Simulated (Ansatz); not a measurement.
## GeH3O (SMILES [O][GeH3]): methods side by side

GeH3O has 5 atoms, charge 0, and is taken as a doublet. As SMILES, `[O][GeH3]`. Geometry: relaxed at PBE0-D4/def2-TZVP.

Quantity: the electronic atomisation energy, in eV. The values are calculated. Electronic energies at fixed atoms, without zero-point motion or spin-orbit coupling.

```json
{"level": "U-revPBE/STO-3G", "kind": "GGA", "program": "Ansatz", "value (eV)": "18.07", "less FCI/STO-3G": "+3.17", "CPU time (all runs)": "13 s"}
{"level": "UBLYP/STO-3G", "kind": "GGA", "program": "Ansatz", "value (eV)": "18.59", "less FCI/STO-3G": "+3.69", "CPU time (all runs)": "15 s"}
{"level": "UBHLYP/STO-3G", "kind": "global hybrid", "program": "Ansatz", "value (eV)": "17.40", "less FCI/STO-3G": "+2.50", "CPU time (all runs)": "8.2 s"}
{"level": "UPBE0/STO-3G", "kind": "global hybrid", "program": "Ansatz", "value (eV)": "17.81", "less FCI/STO-3G": "+2.91", "CPU time (all runs)": "9.4 s"}
{"level": "UHSE06/STO-3G", "kind": "range-separated hybrid", "program": "Ansatz", "value (eV)": "17.84", "less FCI/STO-3G": "+2.94", "CPU time (all runs)": "15 s"}
{"level": "UB2PLYP/STO-3G", "kind": "double hybrid", "program": "Ansatz", "value (eV)": "16.95", "less FCI/STO-3G": "+2.05", "CPU time (all runs)": "8.4 s"}
{"level": "UCCSD/STO-3G", "kind": "coupled cluster or CI", "program": "Ansatz", "value (eV)": "14.85", "less FCI/STO-3G": "-0.05", "CPU time (all runs)": "0.93 s"}
{"level": "UCCSDT(Q)/STO-3G", "kind": "coupled cluster or CI", "program": "Ansatz", "value (eV)": "14.90", "less FCI/STO-3G": "0.00", "CPU time (all runs)": "4.3 s"}
{"level": "FCI/STO-3G", "kind": "exact in the basis", "program": "Ansatz", "value (eV)": "14.90", "less FCI/STO-3G": "0.00", "CPU time (all runs)": "1.8 min"}
```

FCI/STO-3G is exact within its basis and frozen core, so for wave-function methods in that basis the difference is their error; functionals converge differently with the basis, so for them it is only a difference. All-electron rows without a relativistic Hamiltonian named are non-relativistic. The values span 14.85 to 18.59 eV. Spin contamination of the reference (⟨S²⟩ at least 0.1 too high) touches U-revPBE/STO-3G, UBLYP/STO-3G, UPBE0/STO-3G, UHSE06/STO-3G. All rows use very small basis sets, so none should be taken for the real molecule's value. In the correlated wave-function rows the outer d shell of Ge is correlated, in sets not made for it. Times are those of the runs behind each value, whatever else they computed, on shared processors of several kinds: orders of magnitude only.
